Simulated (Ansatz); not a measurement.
`B[Te]C`, 8 atoms. The species carries charge 0 and has multiplicity 1. Correlated methods include outer-core shells of Te, which these sets cover unevenly. Te: def2 effective core potential. All runs use 2 threads of an Intel Xeon 6975P-C on a shared host. Correlated methods freeze the cores.

**Question.** Give the basis size and wall time and peak host memory of each of these runs in Ansatz. RKS ωB97M-V/def2-SVP energy; RKS PBE0-D4/def2-TZVPP energy; RKS PBE-QIDH (frozen core)/def2-TZVPP energy; RKS PBE0-D4/def2-TZVP relaxation (12 steps); RKS B97M-V/def2-TZVPP energy; direct RPA on PBE orbitals/def2-TZVPP energy; RKS ωB97M-V/def2-QZVPP energy; RKS PBE0-D4/def2-QZVPP energy; RHF-CCSD(T)/def2-TZVPP energy; RKS PBE0-D4/def2-SVP energy; RHF-MP2/def2-QZVPP energy; RKS r2SCANh-D4/def2-TZVPP energy. (Estimate.)

**Answer.** The calculation gave: Other jobs shared the machine, so times are rough.

```tsv
level	job	functions	wall time	peak host memory (GiB)
RKS PBE0-D4/def2-SVP	energy	79	0.75 s	0.35
RKS PBE0-D4/def2-TZVPP	energy	182	1.7 s	0.34
RKS ωB97M-V/def2-SVP	energy	79	1.9 s	0.35
RKS r2SCANh-D4/def2-TZVPP	energy	182	2.6 s	0.39
direct RPA on PBE orbitals/def2-TZVPP	energy	182	3.1 s	0.38
RKS PBE-QIDH (frozen core)/def2-TZVPP	energy	182	3.7 s	0.4
RKS PBE0-D4/def2-QZVPP	energy	346	3.8 s	0.8
RKS B97M-V/def2-TZVPP	energy	182	4.4 s	0.26
RKS ωB97M-V/def2-QZVPP	energy	346	8.5 s	1
RHF-MP2/def2-QZVPP	energy	346	11 s	1.4
RKS PBE0-D4/def2-TZVP	relaxation (12 steps)	142	22 s	0.3
RHF-CCSD(T)/def2-TZVPP	energy	182	27 s	2.2
```
